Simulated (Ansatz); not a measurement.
Input for Ansatz (a first-principles code): U-CCSD(T)/def2-TZVPP on CH4Te (SMILES C[TeH]), a point of a bond scan (R = 1.331 Å). Elements past Kr take the def2 small-core potentials; no spin–orbit coupling. The run froze 10 orbitals, filled d shells among them.

Ansatz 0.2 input:
```yaml
crystal:
  periodic: [false, false, false]
  atoms:
    - {symbol: Te, position_ang: [0.01201175, 0.23527703, 0.23177528]}
    - {symbol: H, position_ang: [-0.27199795, 1.13889532, -0.70274976]}
    - {symbol: C, position_ang: [-0.03051731, -1.41897587, -1.16612883]}
    - {symbol: H, position_ang: [0.73152202, -1.27549848, -1.92532285]}
    - {symbol: H, position_ang: [-1.01819392, -1.49803416, -1.60874601]}
    - {symbol: H, position_ang: [0.18816506, -2.31181771, -0.58509181]}
basis:
  gaussian:
    orbitals: def2-TZVPP
correlation: {method: ccsd_t, electrons: outside_noble_gas}
scf: {omitted_lower_state_checks: [cluster_reference]}
magnetization: {spin_polarized: true, initial_magnetization: 0}
```

Program output:

```
WARN ansatz: RAYON_NUM_THREADS=1 ignored (pool sized by the plan → 1); use --threads N
Functional definition: HF
these checks for a lower state are left out or cut short: cluster_reference
integrals: 0.44 GiB planned
960 factors; integrals over basis functions are off by at most 9.6e-4 eV
mean field: 0.43 GiB planned
mean field evaluation 1: about -8356.7541 eV, gradient 1.4e1 eV
mean field evaluation 2: about -8356.7614 eV, gradient 1.4e1 eV
mean field evaluation 4: about -8357.8725 eV, gradient 2.0e0 eV
mean field evaluation 8: about -8357.8980 eV, gradient 1.4e-4 eV
mean field -8357.89804355 eV, -307.1470879136 hartree, gradient 5.7e-6 eV, S^2 0.000000; 0 other end points of the search recorded, 0 dependent functions left out
10 core orbitals not correlated
reference -8357.89804355 eV, -307.1470879136 hartree; 7, 7 occupied and 120, 120 virtual orbitals, 960 factors
second order -8.75909468 eV of doubles, -0.00000000 eV of singles
coupled cluster: 1.05 GiB planned
cycle   1  -9.33160862 eV  change   -5.7e-1 eV  update   6.5e-2
cycle   2  -9.58062036 eV  change   -2.5e-1 eV  update   1.9e-2
cycle   3  -9.61484020 eV  change   -3.4e-2 eV  update   7.0e-3
cycle   4  -9.61465705 eV  change    1.8e-4 eV  update   1.8e-3
cycle   5  -9.61439510 eV  change    2.6e-4 eV  update   5.6e-4
cycle   6  -9.61430175 eV  change    9.3e-5 eV  update   1.9e-4
cycle   7  -9.61431933 eV  change   -1.8e-5 eV  update   6.1e-5
cycle   8  -9.61433084 eV  change   -1.2e-5 eV  update   1.9e-5
cycle   9  -9.61432590 eV  change    4.9e-6 eV  update   5.6e-6
perturbative correction -0.36354812 eV, -0.0133601470 hartree
Total energy: -8367.87591757 eV, -307.5137680206 hartree
Checks for a lower state left out: cluster_reference
```

Self-consistency was reached.

Cost: very roughly 15 core-seconds.
